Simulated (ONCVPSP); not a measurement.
## B: ONCV pseudisation with PBE, scalar-relativistic reference atom.

Input for ONCVPSP 4.0.1:

```
# ATOM AND REFERENCE CONFIGURATION
# atsym  z   nc   nv     iexc    psfile
  B 5.00    1    2        4      upf
#
#   n    l    f
    1    0    2.00
    2    0    2.00
    2    1    1.00
#
# PSEUDOPOTENTIAL AND OPTIMIZATION
# lmax
    1
#
#   l,   rc,      ep,       ncon, nbas, qcut
    0    1.45    0.00    4    7    3.70
    1    3.00    0.00    4    7    5.10
#
# LOCAL POTENTIAL
# lloc, lpopt,  rc(5),   dvloc0
    4    5    1.20    1.00
#
# VANDERBILT-KLEINMAN-BYLANDER PROJECTORs
# l, nproj, debl
    0    2    0.40
    1    2    2.00
#
# MODEL CORE CHARGE
# icmod, fcfact, rcfact
    0    0.00    0.00
#
# LOG DERIVATIVE ANALYSIS
# epsh1, epsh2, depsh
   -2.00    5.00    0.02
#
# OUTPUT GRID
# rlmax, drl
    6.00    0.01
#
# TEST CONFIGURATIONS
# ncnf
    4
# nvcnf
#   n    l    f
    2
    2    0    2.00
    2    1    0.00
#
    2
    2    0    1.00
    2    1    0.00
#
    2
    2    0    2.00
    2    1    0.50
#
    2
    2    0    0.00
    2    1    3.00
#
```

Command:

```bash
oncvpsp.x < B.dat > B.out
```

The program printed (shortened: citation, most of the input echo, consistency checks and plot data are left out):

```
ONCVPSP  (Optimized Norm-Conservinng Vanderbilt PSeudopotential)
scalar-relativistic version 4.0.1

#   n    l    f        energy (Ha)
    1    0    2.00    -6.6365639E+00
    2    0    2.00    -3.4702672E-01
    2    1    1.00    -1.3254806E-01

Reference configufation results
  iterations    23
  all-electron total energy (Ha)   -2.46031956D+01

Begin loop to  construct optimized pseudo wave functions
and semi-local pseudopoentials for all angular momenta

   Wellstate for l =  0  n =  3
     eigenvalue =   0.0530
     asymptotic potential =   0.5530
     half-point radius = 12.4539

Calculating optimized projector #   1

 for l=   0

    Fraction of norm inside rc  0.311763
    Optimizing pswf for qcut=   3.69 a_B^-1,  ecut=   6.81 Ha
    Residual kinetic energy error=  6.03D-03 Ha

    Energy error per electron        Cutoff
         Ha          eV             Ha
         0.01000     0.27211        5.54
         0.00100     0.02721       23.27
         0.00010     0.00272       52.60
         0.00001     0.00027       62.29

Calculating optimized projector #   2

 for l=   0

    Fraction of norm inside rc  0.044948
    Optimizing pswf for qcut=   3.69 a_B^-1,  ecut=   6.81 Ha
    Residual kinetic energy error=  1.17D-03 Ha

    Energy error per electron        Cutoff
         Ha          eV             Ha
         0.01000     0.27211        1.09
         0.00100     0.02721        7.10
         0.00010     0.00272       21.80
         0.00001     0.00027       68.40

   Wellstate for l =  1  n =  5
     eigenvalue =   1.8675
     asymptotic potential =   2.3675
     half-point radius =  5.4089

Calculating optimized projector #   1

 for l=   1

    Fraction of norm inside rc  0.766881
    Optimizing pswf for qcut=   5.10 a_B^-1,  ecut=  13.00 Ha
    Residual kinetic energy error=  2.03D-08 Ha

    Energy error per electron        Cutoff
         Ha          eV             Ha
         0.01000     0.27211        4.95
         0.00100     0.02721        7.05
         0.00010     0.00272        8.77
         0.00001     0.00027       10.25

Calculating optimized projector #   2

 for l=   1

    Fraction of norm inside rc  0.238299
    Optimizing pswf for qcut=   5.10 a_B^-1,  ecut=  13.00 Ha
    Residual kinetic energy error=  5.89D-06 Ha

    Energy error per electron        Cutoff
         Ha          eV             Ha
         0.01000     0.27211        7.91
         0.00100     0.02721        9.80
         0.00010     0.00272       11.24
         0.00001     0.00027       12.92

Construct Vanderbilt / Kleinmman-Bylander projectors

B matrix Hermiticity error, ll=   0
   1   2    5.2445E-06

  Orthonormal projector coefficients  1.0387E+02  2.2350E+00

B matrix Hermiticity error, ll=   1
   1   2    5.8217E-06

  Orthonormal projector coefficients -8.1950E-01 -2.6808E-01

Pseudoatom total energy   -2.580542

Diagnostic tests using Vanderbilt-Kleinman-Bylander pseudopotentials
  1 or more projectors used as specified by nproj input data

   l    rcore       rmatch      e in        delta e   norm test  slope test

   0   1.4531180   1.4972378  -0.3470267  -0.0000021   1.0000160   0.9998813
   0   1.4531180   1.4972378   0.0529733   0.0000012   1.0000565   1.0000565

   1   3.0147724   3.1063074  -0.1325481  -0.0000002   1.0000010   1.0000035
   1   3.0147724   3.1063074   1.8674519   0.0000006   1.0000021   1.0000021

 Testing for bound ghosts
   n   l    E NL Schr. Eq   E Basis Diag.   E Cutoff

   1   0       -0.347029       -0.327292     88.31

   2   1       -0.132548       -0.132180     24.45

 Testing for highly-localized positive-energy ghosts
       l    <radius>/rc     E Basis Diag.   E Cutoff

       0        0.296414      155.663561     88.31  WARNING - GHOST(+)

Test configuration 0

   n   l     f        eae           eps        diff
   1   0  2.0000   -6.63656389
   2   0  2.0000   -0.34702672   -0.34702882   -2.09D-06
   2   1  1.0000   -0.13254806   -0.13254826   -1.96D-07

    Total energies and differences
      AE_ref= -2.46031956D+01  AE_tst= -2.46031956D+01  dif=  0.00D+00
      PS_ref= -2.58054169D+00  PS_tst= -2.58054169D+00  dif=  8.88D-16
      PSP excitation error= -8.88D-16

Test configuration 1

   n   l     f        eae           eps        diff
   1   0  2.0000   -7.11562878
   2   0  2.0000   -0.71701471   -0.71270467    4.31D-03

    Total energies and differences
      AE_ref= -2.46031956D+01  AE_tst= -2.43011379D+01  dif=  3.02D-01
      PS_ref= -2.58054169D+00  PS_tst= -2.28122209D+00  dif=  2.99D-01
      PSP excitation error=  2.74D-03

Test configuration 2

   n   l     f        eae           eps        diff
   1   0  2.0000   -7.76055369
   2   0  1.0000   -1.15669543   -1.14810011    8.60D-03

    Total energies and differences
      AE_ref= -2.46031956D+01  AE_tst= -2.33668887D+01  dif=  1.24D+00
      PS_ref= -2.58054169D+00  PS_tst= -1.35304327D+00  dif=  1.23D+00
      PSP excitation error=  8.81D-03

Test configuration 3

   n   l     f        eae           eps        diff
   1   0  2.0000   -6.85128711
   2   0  2.0000   -0.51925661   -0.51832394    9.33D-04
   2   1  0.5000   -0.29720320   -0.29511444    2.09D-03

    Total energies and differences
      AE_ref= -2.46031956D+01  AE_tst= -2.44970902D+01  dif=  1.06D-01
      PS_ref= -2.58054169D+00  PS_tst= -2.47483553D+00  dif=  1.06D-01
      PSP excitation error=  3.99D-04

Test configuration 4

   n   l     f        eae           eps        diff
   1   0  2.0000   -6.71632135
   2   1  3.0000   -0.16322965   -0.16528647   -2.06D-03

    Total energies and differences
      AE_ref= -2.46031956D+01  AE_tst= -2.41724628D+01  dif=  4.31D-01
      PS_ref= -2.58054169D+00  PS_tst= -2.14885658D+00  dif=  4.32D-01
      PSP excitation error= -9.52D-04
```

The run took about 1.9 s on one core of a shared server CPU.
